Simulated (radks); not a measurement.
Question: The mean radii <r> (bohr) of the occupied orbitals of an atom or ion are listed with their occupations. Calculated with a radial shooting solver on a logarithmic mesh with Libxc functionals: non-relativistic Kohn-Sham, PBE, spin-polarised, spherical densities, point nucleus.

| orbital | occ. | <r> |
|---|---|---|
| 1s up | 1 | 0.01869 |
| 1s down | 1 | 0.01869 |
| 2s up | 1 | 0.07818 |
| 2s down | 1 | 0.07810 |
| 2p up | 3 | 0.06604 |
| 2p down | 3 | 0.06595 |
| 3s up | 1 | 0.1883 |
| 3s down | 1 | 0.1887 |
| 3p up | 3 | 0.1781 |
| 3p down | 3 | 0.1786 |
| 3d up | 5 | 0.1538 |

Name the element and its charge. Open shells, if any, are filled with parallel spins first.

Answer: Z = 81, thallium, charge +58: Tl58+ in [Ar] 3d5. The 1s radius gives Z: for a bare nucleus <r> = 1.5/Z, 0.01852 bohr for Z = 81, and screening makes it slightly larger (0.01869 here). The occupations add up to 23, and the charge is Z minus that.
